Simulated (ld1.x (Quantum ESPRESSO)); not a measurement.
# Before and after: PAW potential for Mn (Z = 25)

ld1.x (Quantum ESPRESSO) 7.5 input, shortened:

```
&input
   title='Mn', zed=25., rel=1, dft='PBE', iswitch=3,
   config='[Ar] 3d5 4s1 4p0'
 /
 &inputp
   pseudotype=3, lpaw=.true., tm=.true., lloc=-2, rcloc=1.10,
   nlcc=.true., new_core_ps=.true., rcore=0.85,
   which_augfun='BESSEL', rmatch_augfun=0.80
 /
6
4S  1  0   1.00   0.00  2.10  2.45  0.0
4S  1  0   0.00   0.05  2.10  2.45  0.0
3P  2  1   6.00   0.00  1.25  1.55  0.0
4P  3  1   0.00   0.00  1.25  1.55  0.0
3D  3  2   5.00   0.00  1.10  1.30  0.0
3D  3  2   0.00  -0.55  1.10  1.30  0.0
 &test
   configts(1)='3p6 3d5 4s1 4p0'
 /
```

Change: waves 3d (bound): rcut 1.10, rcutus 1.92 bohr; 3d channel at -0.55 Ry: rcut 1.10, rcutus 1.92 bohr.

Cutoffs: the cutoffs (Ry, on a coarse ladder) from which the occupation-weighted sum of valence levels, in a spherical-Bessel basis at the reference potential, stays within 10 and 1 mRy of its value at 400 Ry; they do not see the model core or the augmentation charge, which bear on the density cutoff. Errors are all-electron minus pseudo energies relative to the spin-unpolarised reference configuration.

Question: What does the change do?

Answer: The potential gets softer (60 Ry and 110 Ry → 35 Ry and 60 Ry); both files keep a bound ghost (s); the number of tests that count goes from 7 to 6; of the 6 tests that both files solve, the error grows in 3 and shrinks in 1 by more than 15 % and 0.3 meV (median size 2.5 → 2.9 meV); the range in which the d phases agree narrows (upper end at the end of the scan → 3.7). A larger radius leaves more room for a smooth pseudo-wave, so fewer plane waves are needed.

| quantity | base | changed |
| --- | --- | --- |
| cutoff, loose | 60 Ry | 35 Ry |
| cutoff, tight | 110 Ry | 60 Ry |
| loose cutoff by channel (10 mRy a level) | s 6 Ry, p 30 Ry, d 55 Ry | s 6 Ry, p 30 Ry, d 25 Ry |
| bound ghosts | s | s |
| tests counted (converged, no solver errors) | 7 of 7 | 6 of 7 |
| error for 3p6 3d5 4s2 4p0, meV [ΔE -8.42 eV] | +0.9 | -1.8 |
| error for 3p6 3d5 4s0 4p0, meV [ΔE 15.60 eV] | +4.5 | +5.1 |
| error for 3p6 3d6 4s0 4p0, meV [ΔE -1.60 eV] | -3.4 | -12 |
| error for 3p6 3d5 4s1.5 4p0, meV [ΔE -5.06 eV] | +0.8 | -0.2 |
| error for 3p6 3d5 4s0 4p1, meV [ΔE 4.74 eV] | +3.4 | +3.3 |
| error for 3p6 3d5.5 4s1.5 4p0, meV [ΔE -8.90 eV] | -1.6 | -2.6 |
| s: phases at 2.65 bohr within 0.05 rad from the reference energy up to (Ry; the scan ends near 5) | 3.9 | 3.9 |
| p: phases at 2.65 bohr within 0.05 rad from the reference energy up to (Ry; the scan ends near 5) | 4.1 | 4.1 |
| d: phases at 2.65 bohr within 0.05 rad from the reference energy up to (Ry; the scan ends near 5) | to the end of the scan | 3.7 |
| lowest overlap eigenvalue by channel | s 0.29, p 0.14, d 0.92 | s 0.29, p 0.14, d 0.67 |

Changed file: Tests not counted: 3p6 3d4 4s0 4p0 (solver errors, printed error -1386 eV). A true bound ghost makes a file unfit for plane-wave use even where its test errors are small: the radial tests pick states by their node count and pass the ghost by. Where a test does run into it, the solver fails or the error is huge.
